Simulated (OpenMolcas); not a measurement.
# Ni5+, Pd5+, Pt5+: d⁵ down the group

```yaml
Program: OpenMolcas
Method: MS-CASPT2, IPEA 0.25 Eh, imaginary shift 0.1 Eh
Basis: ANO-RCC-VTZP
Scalar_Hamiltonian: DKH2, point nucleus
Spin-orbit_coupling: RASSI with atomic mean-field integrals over the reference wave functions, term energies averaged over their components
```

Active space for each ion: 5 electrons in 5 orbitals (d); closed shells correlated by CASPT2: Ni5+ 3s 3p; Pd5+ 4s 4p; Pt5+ 5s 5p.

Computed levels in cm-1 above ⁶S_5/2:

| Level | Ni5+ | Pd5+ | Pt5+ |
| --- | --- | --- | --- |
| ⁴G_7/2 | 43340 | 29210 | 25670 |
| ⁴G_11/2 | 43360 | 29410 | 27470 |
| ⁴G_9/2 | 43380 | 29550 | 28760 |
| ⁴P_1/2 | 48050 | 33170 | 30610 |
| ⁴D_7/2 | 51820 | 34730 | 34640 |
| ⁴D_1/2 | 52050 | 36410 | 40100 |
| ²I_11/2 | 63290 | 42740 | 40860 |
| ²I_13/2 | 63490 | 43830 | 45200 |
| ²F_7/2(1) | 69880 | 50360 | 58260 |
| weight of ⁶S in the lowest level (%) | 100 | 98 | 81 |

Mixed levels, with the weight of the term that names them: Pd5+ ⁴P_1/2 (67 %), Pd5+ ⁴D_1/2 (68 %), Pd5+ ²F_7/2(1) (60 %), Pt5+ ⁴G_7/2 (59 %), Pt5+ ⁴P_1/2 (59 %), Pt5+ ⁴D_7/2 (60 %), Pt5+ ⁴D_1/2 (66 %), Pt5+ ²I_11/2 (70 %), Pt5+ ²F_7/2(1) (61 %).

Measured, with the error of the calculation in %. Measured levels: Ni5+ from Corliss and Sugar, J. Phys. Chem. Ref. Data 10, 197 (1981).

```json
{"Level": "⁴G_11/2", "Ni5+": "41921 (+3.4)"}
{"Level": "⁴P_1/2", "Ni5+": "46325 (+3.7)"}
{"Level": "⁴D_7/2", "Ni5+": "50331 (+3.0)"}
{"Level": "²I_11/2", "Ni5+": "61196 (+3.4)"}
{"Level": "²I_13/2", "Ni5+": "61280 (+3.6)"}
{"Level": "²F_7/2(1)", "Ni5+": "67085 (+4.2)"}
```

Without spin-orbit coupling ⁴G lies 43350, 29330, 26660 cm-1 above ⁶S in that order; the difference to the level ⁴G_7/2, of either sign, comes from spin-orbit coupling, which also lowers the zero.

Term energies are means over components that CASPT2 splits; among the terms shown or strongly mixed into the levels shown the widest spread is 830 cm-1 (4d⁵ ⁴F, Pd5+). Blocks of more than 70 roots (2S+1 = 2 even) ran without multistate coupling. Measured partners are found by configuration, term and J. A level has none where our copy of the source lacks it or the pairing is in doubt (some pairs that miss far off the trend of their configuration count as doubtful), and it then counts in no deviation. Only configurations of the active space appear.

A number in round brackets counts repeated terms of one configuration in the order of the reference energies.
